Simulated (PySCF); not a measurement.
Molecule: SMILES B(COC)F, C₂H₆BFO.

Cartesian coordinates in Å; atom numbers follow the order of the lines, from 1:
```xyz
11

C    -1.402    1.013   -0.462
O    -0.199    0.751    0.187
C     0.348   -0.490   -0.134
B     1.691   -0.757    0.629
F     2.334   -1.885    0.366
H    -1.287    1.012   -1.565
H    -1.749    2.008   -0.148
H    -2.184    0.270   -0.205
H     0.533   -0.597   -1.229
H    -0.348   -1.329    0.109
H     2.175   -0.012    1.448
```

Geometry PBE0-D3(BJ)/def2-SVP throughout; GIAO in PySCF 2.14.0 with density-fitted response routines, gas phase, one conformer, non-relativistic; equivalent atoms averaged; basis pcSseg-2.

(1) How do the shifts δ (against TMS, H2O, BF3·OEt2, CFCl3 at the same level) depend on the functional? (ppm; last column core-seconds on shared hosts with different chips, so compare them loosely)

(2) Which nucleus moves most, in ppm?

Results:

(1) 
| functional | kind | C3 | C1 | O2 | B4 | F5 | H11 | H6/H7/H8 | H9/H10 | core-s |
| --- | --- | --- | --- | --- | --- | --- | --- | --- | --- | --- |
| PBE0 | global hybrid | 72.1 | 63.9 | -5.3 | 59.4 | -18.7 | 5.78 | 3.27 | 3.15 | 45 |
| mPW1PW91 | global hybrid | 71.8 | 63.9 | -5.7 | 59.0 | -19.5 | 5.73 | 3.25 | 3.13 | 44 |
| WP04 | global hybrid | 70.0 | 64.3 | 1.5 | 56.9 | -45.6 | 5.07 | 3.13 | 3.03 | 48 |
| B97-2 | global hybrid | 70.5 | 63.5 | -3.7 | 56.6 | -27.6 | 5.65 | 3.26 | 3.13 | 46 |
| BHandHLYP | global hybrid | 69.2 | 62.1 | -12.5 | 58.7 | -19.3 | 5.50 | 3.22 | 2.98 | 44 |
| CAM-B3LYP | range-separated hybrid | 72.9 | 64.3 | -5.2 | 61.2 | -10.3 | 5.73 | 3.34 | 3.13 | 59 |
| wB97X-D | range-separated hybrid | 71.1 | 63.8 | -9.2 | 57.2 | -19.6 | 5.64 | 3.26 | 3.11 | 30 |
| LC-wPBE | range-separated hybrid | 71.2 | 63.4 | -14.2 | 61.4 | 4.4 | 5.75 | 3.26 | 3.10 | 68 |

(2) F5 (fluorine bonded to B): from -45.6 ppm with WP04 to 4.4 ppm with LC-wPBE. The smallest spread is 0.17 ppm, at H9/H10. Proton shifts span only some 12 ppm, so a few tenths of a ppm matter as much there as several ppm in carbon.
